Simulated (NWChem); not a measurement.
System: C$_{2}$H$_{4}$BFO$_{2}$; SMILES CB(F)OC=O

The following NWChem deck was run.

```
start job
memory heap 200 mb stack 700 mb global 900 mb
geometry units angstroms noautoz
  C     -1.555659     0.700861     0.000000
  B     -0.001313     0.855921     0.000000
  F      0.576670     2.053813     0.000000
  O      0.939149    -0.174738     0.000000
  C      0.670084    -1.506389     0.000000
  O     -0.415485    -2.020924     0.000000
  H     -1.892652     0.126225    -0.870767
  H     -2.054431     1.674513     0.000000
  H     -1.892652     0.126225     0.870767
  H      1.619432    -2.061895     0.000000
end
basis spherical
  C library def2-svp
  B library def2-svp
  F library def2-svp
  O library def2-svp
  H library def2-svp
end
dft
  xc r2scan
  grid xcoarse
  iterations 150
  mulliken
end
task dft gradient
```

Parts of the log:

```
             Northwest Computational Chemistry Package (NWChem) 7.3.0
             --------------------------------------------------------

 CS  symmetry detected

                             Geometry "geometry" -> ""
                             -------------------------

 Output coordinates in angstroms (scale by  1.889725989 to convert to a.u.)

  No.       Tag          Charge          X              Y              Z
 ---- ---------------- ---------- -------------- -------------- --------------
    1 C                    6.0000    -1.55560397     0.68811487     0.00000000
    2 B                    5.0000    -0.00204906     0.85090991     0.00000000
    3 F                    9.0000     0.56996412     2.05166405     0.00000000
    4 O                    8.0000     0.94353153    -0.17505505     0.00000000
    5 C                    6.0000     0.68109832    -1.50802886     0.00000000
    6 O                    8.0000    -0.40189606    -2.02796105     0.00000000
    7 H                    1.0000    -1.88973247     0.11180856    -0.87076700
    8 H                    1.0000    -2.05921627     1.65927211     0.00000000
    9 H                    1.0000    -1.88973247     0.11180856     0.87076700
   10 H                    1.0000     1.63319967    -2.05880248     0.00000000

 Effective nuclear repulsion energy (a.u.)     220.1531941551

      Symmetry information
      --------------------

 Group name             Cs
 Group number              2
 Group order               2
 No. of unique centers     9

                                 NWChem DFT Module
                                 -----------------

 Summary of "ao basis" -> "ao basis" (spherical)
 ------------------------------------------------------------------------------
       Tag                 Description            Shells   Functions and Types
 ---------------- ------------------------------  ------  ---------------------
 C                          def2-svp                 6       14   3s2p1d
 B                          def2-svp                 6       14   3s2p1d
 F                          def2-svp                 6       14   3s2p1d
 O                          def2-svp                 6       14   3s2p1d
 H                          def2-svp                 3        5   2s1p

      Symmetry analysis of basis
      --------------------------

        a'         73
        a"         31

            General Information
            -------------------
          SCF calculation type: DFT
          Wavefunction type:  closed shell.
          No. of atoms     :    10
          No. of electrons :    46
           Alpha electrons :    23
            Beta electrons :    23
          Charge           :     0
          Spin multiplicity:     1
          Use of symmetry is: on ; symmetry adaption is: on
          Maximum number of iterations: 150
          AO basis - number of functions:   104
                     number of shells:    48
          Convergence on energy requested:  1.00D-06
          Convergence on density requested:  1.00D-05
          Convergence on gradient requested:  5.00D-04

              XC Information
              --------------
                      r^2SCAN Method XC Functional
               r^2SCAN metaGGA Exchange Functional  1.000
                     r^2SCAN Correlation Potential  1.000

             Grid Information
             ----------------
          Grid used for XC integration:  xcoarse
          Radial quadrature: Mura-Knowles
          Angular quadrature: Lebedev.
          Tag              B.-S. Rad. Rad. Pts. Rad. Cut. Ang. Pts.
          ---              ---------- --------- --------- ---------
          C                   0.70       21          10.0       194
          B                   0.85       21           9.0       194
          F                   0.50       21          10.0       194
          O                   0.60       21          10.0       194
          H                   0.35       21          12.0       194
          Grid pruning is: on
          Number of quadrature shells:   189
          Spatial weights used:  Erf1

      Superposition of Atomic Density Guess
      -------------------------------------

 Sum of atomic energies:        -350.42555087

      Non-variational initial energy
      ------------------------------

 Total energy =    -353.042098
 1-e energy   =    -917.351370
 2-e energy   =     344.156078
 HOMO         =      -0.395822
 LUMO         =       0.011793

      Symmetry analysis of molecular orbitals - initial
      -------------------------------------------------

  Numbering of irreducible representations:

     1 a'          2 a"

  Orbital symmetries:

     1 a'          2 a'          3 a'          4 a'          5 a'
     6 a'          7 a'          8 a'          9 a'         10 a'
    11 a'         12 a'         13 a'         14 a"         15 a'
    16 a'         17 a"         18 a'         19 a"         20 a'
    21 a"         22 a'         23 a'         24 a"         25 a"
    26 a'         27 a'         28 a'         29 a"         30 a'
    31 a'         32 a'         33 a'

     ---------------------------------------------
      Total Density - Mulliken Population Analysis
     ---------------------------------------------

    Atom       Charge   Shell Charges
 -----------   ------   -------------------------------------------------------
    1 C    6     6.48   1.99  0.96  0.23  2.15  1.15  0.01
    2 B    5     4.29   1.99  0.78  0.12  1.05  0.18  0.17
    3 F    9     9.37   1.99  1.15  0.72  3.51  1.99  0.00
    4 O    8     8.50   1.99  1.10  0.60  3.00  1.80  0.01
    5 C    6     5.09   1.99  0.89  0.22  1.43  0.45  0.11
    6 O    8     8.72   1.99  1.13  0.68  3.06  1.84  0.01
    7 H    1     0.86   0.65  0.19  0.03
    8 H    1     0.87   0.66  0.19  0.03
    9 H    1     0.86   0.65  0.19  0.03
   10 H    1     0.96   0.69  0.24  0.02

   convergence    iter        energy       DeltaE   RMS-Dens  Diis-err
 ---------------- ----- ----------------- --------- --------- ---------
 d= 0,ls=0.0,diis     1   -353.2675403643 -5.73D+02  1.87D-02  1.37D+00
 d= 0,ls=0.0,diis     2   -352.7728772394  4.95D-01  1.37D-02  6.52D+00
 d= 0,ls=0.0,diis     3   -353.4045177730 -6.32D-01  3.73D-03  2.86D-01
 d= 0,ls=0.0,diis     4   -353.4260396098 -2.15D-02  1.34D-03  7.45D-02
 d= 0,ls=0.0,diis     5   -353.4329341368 -6.89D-03  3.04D-04  1.74D-03
  Resetting Diis
 d= 0,ls=0.0,diis     6   -353.4330998464 -1.66D-04  7.78D-05  1.42D-04
 d= 0,ls=0.0,diis     7   -353.4331153745 -1.55D-05  5.12D-05  1.33D-05
 d= 0,ls=0.0,diis     8   -353.4331123413  3.03D-06  3.47D-05  4.62D-05
 d= 0,ls=0.0,diis     9   -353.4331164868 -4.15D-06  7.24D-06  1.76D-06
 d= 0,ls=0.0,diis    10   -353.4331166516 -1.65D-07  1.78D-06  9.47D-08

         Total DFT energy =     -353.433116651565
      One electron energy =     -921.219981198512
           Coulomb energy =      391.512063601028
    Exchange-Corr. energy =      -43.878393209179
 Nuclear repulsion energy =      220.153194155098

 Numeric. integr. density =       45.997834415525

                  Occupations of the irreducible representations
                  ----------------------------------------------

                     irrep           alpha         beta
                     --------     --------     --------
                     a'               19.0         19.0
                     a"                4.0          4.0

                       DFT Final Molecular Orbital Analysis
                       ------------------------------------

 Vector   21  Occ=2.000000D+00  E=-3.272240D-01  Symmetry=a"
              MO Center=  2.8D-01, -9.0D-01,  3.0D-14, r^2= 2.4D+00
   Bfn.  Coefficient  Atom+Function         Bfn.  Coefficient  Atom+Function
  ----- ------------  ---------------      ----- ------------  ---------------
    48      0.438986   4 O  pz               76     -0.424373   6 O  pz
    51      0.332011   4 O  pz               79     -0.293950   6 O  pz
    34      0.165187   3 F  pz               62     -0.143247   5 C  pz
    37     -0.118474   3 F  pz               20     -0.084012   2 B  pz
    65     -0.072629   5 C  pz                6     -0.042029   1 C  pz

 Vector   22  Occ=2.000000D+00  E=-3.149020D-01  Symmetry=a'
              MO Center= -2.4D-01,  4.8D-01, -4.8D-14, r^2= 2.9D+00
   Bfn.  Coefficient  Atom+Function         Bfn.  Coefficient  Atom+Function
  ----- ------------  ---------------      ----- ------------  ---------------
    46      0.372662   4 O  px                4      0.348120   1 C  px
    18      0.288471   2 B  px               32     -0.252113   3 F  px
    49      0.236711   4 O  px                7      0.196394   1 C  px
    35      0.167256   3 F  px                3      0.141486   1 C  s
    90     -0.112366   8 H  s                74      0.098617   6 O  px

[...]

                         DFT ENERGY GRADIENTS

    atom               coordinates                        gradient
                 x          y          z           x          y          z
   1 C      -2.939665   1.300349   0.000000   -0.005687  -0.001850   0.000000
   2 B      -0.003872   1.607987   0.000000    0.002685  -0.003411   0.000000
   3 F       1.077076   3.877083   0.000000    0.001553   0.003346   0.000000
   4 O       1.783016  -0.330806   0.000000    0.001020   0.005113   0.000000
   5 C       1.287089  -2.849761   0.000000    0.010130  -0.003217   0.000000
   6 O      -0.759473  -3.832291   0.000000   -0.005049  -0.005252   0.000000
   7 H      -3.571077   0.211288  -1.645511    0.000362   0.002512   0.002427
   8 H      -3.891355   3.135570   0.000000    0.000999  -0.003093   0.000000
   9 H      -3.571077   0.211288   1.645511    0.000362   0.002512  -0.002427
  10 H       3.086300  -3.890573   0.000000   -0.006374   0.003342   0.000000
```

Level: r2SCAN/def2-SVP. Geometry: optimised at B3LYP/6-31G* (spherical d).
